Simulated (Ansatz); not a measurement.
This geometry of C₂H₉NOSi (14 atoms, charge 0, multiplicity 1) is a first-order saddle point.

Level of theory: RKS B3LYP/cc-pVDZ in Ansatz.

```xyz
14
Properties=species:S:1:pos:R:3
C -0.953 1.717 0.745
O 0.031 0.692 0.734
C -0.131 -0.253 -0.325
N 0.454 0.241 -1.590
Si 0.662 -1.868 0.355
H -0.713 2.384 1.586
H -0.951 2.305 -0.192
H -1.968 1.301 0.895
H -1.217 -0.416 -0.482
H 0.935 1.117 -1.367
H 1.201 -0.382 -1.908
H -0.155 -2.414 1.482
H 2.046 -1.559 0.830
H 0.745 -2.893 -0.736
```

Problem. Which two structures does it join? (They come from a converged band through this point; their orientation in space is the band's.)

Solution. No bond is made or broken. The dihedral Si5–C3–N4–H11 goes from 82 to -68°.

First end point:

```xyz
14
Properties=species:S:1:pos:R:3
C -1.156 1.702 0.609
O -0.236 0.648 0.860
C -0.105 -0.267 -0.216
N 0.501 0.380 -1.381
Si 0.901 -1.738 0.512
H -1.121 2.373 1.480
H -0.887 2.261 -0.303
H -2.188 1.311 0.497
H -1.107 -0.620 -0.540
H 1.517 0.434 -1.291
H 0.298 -0.138 -2.236
H 0.265 -2.336 1.727
H 2.272 -1.240 0.852
H 1.033 -2.799 -0.541
```

Last end point:

```xyz
14
Properties=species:S:1:pos:R:3
C -1.030 1.678 0.615
O -0.164 0.581 0.833
C -0.089 -0.342 -0.267
N 0.606 0.126 -1.445
Si 0.803 -1.892 0.433
H -1.027 2.285 1.532
H -0.697 2.317 -0.227
H -2.068 1.345 0.409
H -1.118 -0.615 -0.579
H 0.102 0.877 -1.920
H 1.525 0.494 -1.193
H 0.184 -2.317 1.726
H 2.243 -1.549 0.659
H 0.717 -3.018 -0.548
```

Problem. How far does it lie above each of them?

Solution. 0.219 eV above the first and 0.297 eV above the second. This is the barrier of this one path; another mechanism may lie lower.

The run took 3.8 min on 2 threads of Intel(R) Xeon(R) 6975P-C (Granite Rapids), with other jobs on the host, peak memory 0.31 GiB.
